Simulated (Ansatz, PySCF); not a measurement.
Gas-phase reaction in SMILES: CCl (CH3Cl) [chloromethane] → [CH3] (CH3) + Cl atom (the C-Cl bond at the site shown breaks; other sites are not compared here)
Each molecule is optimised on its own at B3LYP-D3(BJ)/def2-TZVP (Ansatz, a program for electronic structure).

Quantity: bond dissociation energy (enthalpy at 298 K, with B3LYP-D3(BJ) rigid-rotor harmonic-oscillator terms from PySCF), in kcal/mol. Valence correlation only, unless marked. UHF or UKS for open shells. Spin-orbit coupling is left out. No relativistic terms. CBS(X,Y): correlation extrapolated as X^-3; Hartree-Fock from the larger set.

Level to compare with: CCSD(T)/CBS(def2-TZVPPD,def2-QZVPPD) (Ansatz), 84.4 kcal/mol. It is a level with limits of its own, and the differences hold the functionals' basis error too.

**Question.** Rank these functionals by how close they come to CCSD(T)/CBS(def2-TZVPPD,def2-QZVPPD), closest first: BHLYP/def2-TZVPD (Ansatz); TPSSh/def2-TZVPD (PySCF); wB97M-V/def2-TZVPD (Ansatz).

**Answer.** wB97M-V/def2-TZVPD (range-separated hybrid meta-GGA with VV10, 85.5 kcal/mol, difference 1.1), TPSSh/def2-TZVPD (hybrid meta-GGA, 81.1 kcal/mol, difference -3.3), BHLYP/def2-TZVPD (global hybrid, 75.3 kcal/mol, difference -9.1)
